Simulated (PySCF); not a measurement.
PySCF input for siletan-1-amine (C3H9NSi), SMILES N[SiH]1CCC1, SMD-B3LYP/6-31G*. Geometry optimised at PBE0-D3(BJ)/def2-SVP. Other conformers were not sampled.

```python
import numpy as np
from pyscf import gto, scf, dft
from pyscf.solvent import smd

mol = gto.M(
    atom='''
    N     2.11972402   -0.23689042   -0.33462721
    Si    0.56088481    0.34433373    0.11058710
    C    -0.94772904    0.39240878   -1.04229114
    C    -1.77419380   -0.06671697    0.18757223
    C    -0.67107450   -0.75548857    1.03412730
    H     2.25910746   -1.09773614   -0.84860802
    H     2.91657461    0.38226144   -0.40712267
    H     0.80400325    1.66047684    0.77942272
    H    -1.27829407    1.31066748   -1.54903928
    H    -0.89031782   -0.41387016   -1.79372692
    H    -2.64178620   -0.70499866   -0.04914801
    H    -2.16432831    0.81272651    0.72636376
    H    -0.78589568   -0.72285758    2.12706745
    H    -0.55153465   -1.81032868    0.73251173
    ''',
    basis='6-31G*',
    charge=0,
    spin=0,
    max_memory=1600,
    verbose=3,
)
mf = dft.RKS(mol, xc='b3lyp').density_fit(auxbasis='def2-universal-jkfit')
mf.grids.level = 3
mf.conv_tol = 1e-9
mf.max_cycle = 100
mf.kernel()
res = {}
for name in ['water', '1-octanol', 'dichloromethane']:
    s = mf.SMD()
    s.with_solvent.solvent, s.with_solvent.sasa_ng = name, 194
    s.kernel(mf.make_rdm1())
    res[name] = (s.e_tot, s.with_solvent.get_cds(), s.dip_moment(), s.mo_energy, s.converged)
    print(f'SMD {name}: dG(solv) = {(s.e_tot - mf.e_tot) * 627.509474:.3f} kcal/mol, of which CDS {res[name][1] * 627.509474:.3f}')
```

Log of the run:

```
converged SCF energy = -463.984313168835
converged SCF energy = -463.985006937593
Dipole moment(X, Y, Z, Debye):  1.08975, -0.72185, -1.17930
SMD water: dG(solv) = -0.435 kcal/mol, of which CDS 3.715
converged SCF energy = -463.989749972708
Dipole moment(X, Y, Z, Debye):  1.06574, -0.68444, -1.13188
SMD 1-octanol: dG(solv) = -3.412 kcal/mol, of which CDS 0.134
converged SCF energy = -463.991099770384
Dipole moment(X, Y, Z, Debye):  1.06302, -0.68044, -1.12679
SMD dichloromethane: dG(solv) = -4.259 kcal/mol, of which CDS -0.780
```

The run converged.

Cost: very roughly 70 core-seconds.
